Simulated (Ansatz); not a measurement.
C2HBrClF3 (1-bromo-2-chloro-1,1,2-trifluoroethane): entropy by statistical mechanics

A singlet with charge 0, relaxed at PBE0-D4/def2-TZVP (Ansatz 0.2.0):

```xyz
8

F    -1.6922    0.5759    0.2944
C    -0.3435    0.6635    0.2665
Cl    0.2711    0.9130    1.8898
C     0.1940   -0.6377   -0.3494
F    -0.3980   -0.8091   -1.5342
F    -0.0942   -1.6869    0.4107
Br    2.1093   -0.5280   -0.6235
H    -0.0465    1.5093   -0.3543
```

Harmonic wavenumbers in cm⁻¹: 71, 139, 224, 291, 303, 334, 395, 434, 594, 807, 857, 979, 1116, 1166, 1258, 1293, 1364, 3133.

Masses in u: F 18.998, C 12.011, Cl 35.45, Br 79.904, H 1.008. Take T = 298.15 K, p = 1 bar, R = 8.3145 J/(mol K), kT/hc = 207.22 cm⁻¹, rigid rotor and harmonic oscillator.

Question: Work out S° at 298 K.

Answer: 
1. Translation (Sackur–Tetrode): S = R[3/2 ln M + 5/2 ln T − 1.1517] with M = 197.378 gives 174.8 J/(mol K).
2. Rotation: principal moments 248.439, 468.939, 607.101 u Å² give A, B, C = 0.0679, 0.0359, 0.0278 cm⁻¹; the symmetry number is σ = 1; q = (√π/σ)√((kT/hc)³/ABC) = 642270; S = R(ln q + 3/2) = 123.7.
3. Vibration: with u = ν̃/207.22, each mode gives R[u/(eᵘ − 1) − ln(1 − e⁻ᵘ)]; the sum is 66.6, most from 71 cm⁻¹ (17.3), 139 cm⁻¹ (11.8), 224 cm⁻¹ (8.1).
4. Electronic: R ln 1 = 0.0, from the spin multiplicity alone.
5. Sum: 174.8 + 123.7 + 66.6 + 0.0 = 365.1 J/(mol K).

No measured value is set beside it here. Where a soft mode is a torsion, a harmonic oscillator describes it poorly.
